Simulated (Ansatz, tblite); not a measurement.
Cost and result up the ladder for `FC(F)(F)c1cnc(-c2cnc(-c3cnc(-c4cnc(C(F)(F)F)nc4)nc3)nc2)nc1` (40 atoms). Charge 0, multiplicity 1. Geometry: r2SCAN-D4/def2-SVP.

Ansatz on 8 threads of Arm Neoverse V1 on a shared host; xTB runs through tblite on one thread. Times are rough, summed over both states, and most runs start from the orbitals of an earlier one. PBE0-D4/def2-SVP serves as the yardstick here, not as an exact answer. The other state is a triplet.

The xTB rows come from tblite. Single mean-field runs in def2-SVP are fitted with def2-universal-jkfit.

xTB has no spin-polarisation term.

```
                        level  functions  wall time
                     GFN2-xTB        136     0.12 s
                     GFN1-xTB        144     0.13 s
PBE-D4/def2-SVP (with forces)        488       42 s
             PBE0-D4/def2-SVP        488    2.6 min
```

**Question.** Estimate what each level gives for the vertical triplet (eV).

**Answer.** 
```
                        level  vertical triplet (eV)  difference from PBE0-D4/def2-SVP (eV)
                     GFN2-xTB                   1.56                                  -1.45
                     GFN1-xTB                   2.17                                  -0.84
PBE-D4/def2-SVP (with forces)                   2.20                                  -0.80
             PBE0-D4/def2-SVP                   3.00                                   0.00
```
